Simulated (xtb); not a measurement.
FGa (SMILES [F][Ga]), singlet, at a GFN2-xTB geometry (such geometries of metal compounds can be far from the true shape); GFN2-xTB in xtb.

xtb was given this input:
```
$ xtb mol.xyz --gfn 2 --acc 0.0001 --json

# file mol.xyz
2

Ga    -0.00000000    -0.00000000    -0.40479707
F      0.00000000     0.00000000     1.39430103
```

Predict the main parts of the log of this xtb run.


```
   ID    Z sym.   atoms
    1   31 Ga     1
    2    9 F      2

           -------------------------------------------------
          |                Calculation Setup                |
           -------------------------------------------------

           -------------------------------------------------
          |                 G F N 2 - x T B                 |
           -------------------------------------------------

          ...................................................
          :                      SETUP                      :
          :.................................................:
          :  # basis functions                  14          :
          :  # atomic orbitals                  13          :
          :  # shells                            5          :
          :  # electrons                        10          :
          :  max. iterations                   250          :
          :  Hamiltonian                  GFN2-xTB          :
          :  restarted?                      false          :
          :  GBSA solvation                  false          :
          :  PC potential                    false          :
          :  electronic temp.          300.0000000     K    :
          :  accuracy                    0.0001000          :
          :  -> integral cutoff          0.6500000E+02      :
          :  -> integral neglect         0.1000000E-11      :
          :  -> SCF convergence          0.1000000E-09 Eh   :
          :  -> wf. convergence          0.1000000E-07 e    :
          :  Broyden damping             0.4000000          :
          :  net charge                          0          :
          :  unpaired electrons                  0          :
          ...................................................

 iter      E             dE          RMSdq      gap      omega  full diag
   1     -6.0389307 -0.603893E+01  0.208E+01    7.06       0.0  T
   2     -6.0396298 -0.699081E-03  0.136E+01    6.84       1.0  T
   3     -6.0399006 -0.270871E-03  0.116E+00    6.19       1.0  T
   4     -6.0401012 -0.200530E-03  0.123E+00    6.42       1.0  T
   5     -6.0400998  0.130881E-05  0.726E-01    6.37       1.0  T
   6     -6.0401162 -0.163839E-04  0.679E-02    6.42       1.0  T
   7     -6.0401164 -0.175286E-06  0.163E-02    6.43       4.3  T
   8     -6.0401164 -0.717938E-08  0.377E-03    6.43      18.8  T
   9     -6.0401164 -0.558574E-09  0.327E-05    6.43    2164.1  T
[...]
         :: total energy              -6.038031203346 Eh    ::
[...]
         6                         -0.1756737              -4.7803 (LUMO)
         7                         -0.1756737              -4.7803
         8                         -0.0929208              -2.5285
         9                         -0.0260266              -0.7082
        10                         -0.0260266              -0.7082
        11                          0.0404367               1.1003
        12                          0.0404367               1.1003
        13                          0.6559027              17.8480
      -------------------------------------------------------------
                  HL-Gap            0.2362409 Eh            6.4284 eV
             Fermi-level           -0.2937941 Eh           -7.9945 eV

     #   Z          covCN         q      C6AA      α(0)
     1  31 Ga       0.691     0.374   326.421    46.198
     2   9 F        0.691    -0.374    13.212     4.292

 Mol. C6AA /au·bohr⁶  :        442.510564
 Mol. C8AA /au·bohr⁸  :      41433.817017
 Mol. α(0) /au        :         50.489721

Wiberg/Mayer (AO) data.
largest (>0.10) Wiberg bond orders for each atom

 ---------------------------------------------------------------------------
     #   Z sym  total        # sym  WBO       # sym  WBO       # sym  WBO
 ---------------------------------------------------------------------------
     1  31 Ga   1.124 --     2 F    1.124
     2   9 F    1.124 --     1 Ga   1.124
 ---------------------------------------------------------------------------

Topologies differ in total number of bonds
Writing topology from bond orders to xtbtopo.mol

molecular dipole:
                 x           y           z       tot (Debye)
 q only:        0.000       0.000      -1.271
   full:       -0.000      -0.000      -1.418       3.603
molecular quadrupole (traceless):
                xx          xy          yy          xz          yz          zz
 q only:        1.189       0.000       1.189       0.000       0.000      -2.377
  q+dip:        1.204       0.000       1.204      -0.000      -0.000      -2.407
   full:        2.479       0.000       2.479      -0.000       0.000      -4.958

           -------------------------------------------------
          | TOTAL ENERGY               -6.038031203346 Eh   |
          | GRADIENT NORM               0.000000338682 Eh/α |
          | HOMO-LUMO GAP               6.428442258616 eV   |
           -------------------------------------------------

normal termination of xtb
```
